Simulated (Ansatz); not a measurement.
Ansatz (an electronic-structure program) input (PBE0/def2-SVP):

Ansatz 0.2 input:
```yaml
crystal:
  periodic: [false, false, false]
  atoms:
    - {symbol: Ba, position_ang: [-0.00000000, -0.00000000, -0.31928863]}
    - {symbol: O, position_ang: [0.00000000, 0.00000000, 1.88015449]}
    - {symbol: H, position_ang: [0.00000000, 0.00000000, 2.83892715]}
basis:
  gaussian:
    orbitals: def2-SVP
hamiltonian:
  xc: {name: PBE0}
magnetization: {spin_polarized: true, initial_magnetization: 1}
```

Output:

```
Functional definition: PBE0
integrals: 0.01 GiB planned
467 factors; their error is unknown
mean field: 0.15 GiB planned
mean field evaluation 1: about -2745.7551 eV, gradient 4.3e1 eV
mean field evaluation 2: about -2616.6118 eV, gradient 1.3e2 eV
mean field evaluation 4: about -2753.0515 eV, gradient 2.6e0 eV
mean field evaluation 8: about -2753.1486 eV, gradient 1.2e-1 eV
mean field evaluation 16: about -2753.1491 eV, gradient 2.9e-4 eV
mean field -2753.14912865 eV, -101.1763643263 hartree, gradient 1.4e-5 eV, S^2 0.750265; 3 other end points of the search recorded, 0 dependent functions left out
reference -2753.14917391 eV, -101.1763659896 hartree; 10, 9 occupied and 39, 40 virtual orbitals, 467 factors
Total energy: -2753.14917391 eV, -101.1763659896 hartree
```

It need not be the lowest isomer of its formula.
